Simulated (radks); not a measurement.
Question: The aluminium ion Al+, 12 electrons, occupied as [Ne] 3s2. All-electron calculation, non-relativistic Kohn-Sham, LDA (Slater exchange, Perdew-Wang correlation), spin-polarised, spherical densities, point nucleus. Program: a radial shooting solver on a logarithmic mesh with Libxc functionals. Some entries of the table are withheld. Estimate them.

| orbital | occ. | eigenvalue (eV) | <r> (bohr) | r(max) (bohr) |
|---|---|---|---|---|
| 1s | 2 | -1509.392 | 0.1210 | (1) |
| 2s | 2 | -115.4313 | (2) | 0.4995 |
| 2p | 6 | (3) | 0.6044 | (4) |
| 3s | 2 | -14.8900 | (5) | (6) |

Answer: 
(1) 1s r(max) (bohr): 0.07897
(2) 2s <r> (bohr): 0.6306
(3) 2p eigenvalue (eV): -78.1412
(4) 2p r(max) (bohr): 0.4278
(5) 3s <r> (bohr): 2.372
(6) 3s r(max) (bohr): 2.002
